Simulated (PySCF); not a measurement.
Species: C6H6FOP.
Atom-mapped SMILES: `[CH3:1]/[C:2]([F:3])=[P:4]\[c:5]1[cH:6][cH:7][o:8][cH:9]1`

Cartesian coordinates in Å at the GFN2-xTB level; atoms count from 1:
```xyz
15
C6H6FOP angstrom
C      2.0332    0.6423    0.0616
C      1.8946   -0.6628   -0.6369
F      3.0822   -1.0984   -1.1335
P      0.5980   -1.7039   -0.8939
C     -0.7473   -0.7391   -0.1535
C     -1.2083    0.5641   -0.5066
C     -2.3029    0.7942    0.2621
O     -2.5611   -0.2607    1.0535
C     -1.6296   -1.1864    0.7906
H      2.8723    0.5873    0.7559
H      1.1275    0.8917    0.6045
H      2.2531    1.4337   -0.6568
H     -0.7791    1.2185   -1.2371
H     -2.9601    1.6379    0.3364
H     -1.6771   -2.1105    1.3317
```

Definitions: NICS(0) = −σiso at the ring centroid; NICS(1) = −σiso and NICS(1)zz = −σzz at ±1 Å along the ring normal z. Level: GIAO PBE0/pcSseg-1 (PySCF, non-relativistic, gas phase) on the GFN2-xTB geometry, one conformer.

Ring bond lengths (Å), with Mayer bond orders in brackets: C5–C6 1.427 (1.23), C6–C7 1.357 (1.61), C7–O8 1.344 (1.08), O8–C9 1.339 (1.09), C9–C5 1.367 (1.58).

Task: Give the NICS values of each ring in ppm.

Result: 
```
          ring                                               type  NICS(0)  NICS(1), two faces  NICS(1)zz, two faces  rms pucker (Å)  centre to ring atoms, mean (Å)
C5–C6–C7–O8–C9  5-membered ring with O; formal bonds all aromatic    -11.4        -10.1 / -9.9         -27.0 / -26.1            0.01                            1.16
```

Task: What can be read from them?

Result: 
- C5–C6–C7–O8–C9: mean NICS(1)zz -26.6 ppm, shielded. The ring is flat and has no four-coordinate atom; by the NICS criterion it is aromatic.

Task: How equal are the bonds by HOMA? HOMA takes Krygowski's 1993 parameters.

Result: 
- C5–C6–C7–O8–C9: HOMA 0.48; the largest term is that of C7–O8, α(R − Ropt)² = 0.98.

Task: At the second NICS(1) probe listed for ring C5–C6–C7–O8–C9, 1 Å off the ring, what do the in-plane components average?

Result: The isotropic value is a third of the trace: (3 × -9.9 − (-26.1))/2 = -1.8 ppm.

Task: Give the inner angles of the rings and the Hirshfeld charges of the ring atoms.

Result: 
- C5–C6–C7–O8–C9: C5 105.1° (-0.095 e), C6 106.0° (-0.087 e), C7 110.8° (+0.009 e), O8 107.1° (-0.057 e), C9 111.0° (+0.009 e); sum 540.0° against 540° for a flat convex ring.

Task: How shielded are the nuclei of the rings and their hydrogens (means over atoms taken as equivalent)?

Result: 
| atoms | environment | σ isotropic (ppm) |
| --- | --- | --- |
| C5 | substituted aromatic carbon | 60.3 |
| C6 | aromatic CH carbon | 64.7 |
| C7 | aromatic CH next to a ring oxygen | 38.5 |
| O8 | furan-type oxygen | 23.4 |
| C9 | aromatic CH next to a ring oxygen | 34.5 |
| H13 | aromatic hydrogen | 25.10 |
| H14 | aromatic hydrogen | 24.07 |
| H15 | aromatic hydrogen | 24.11 |
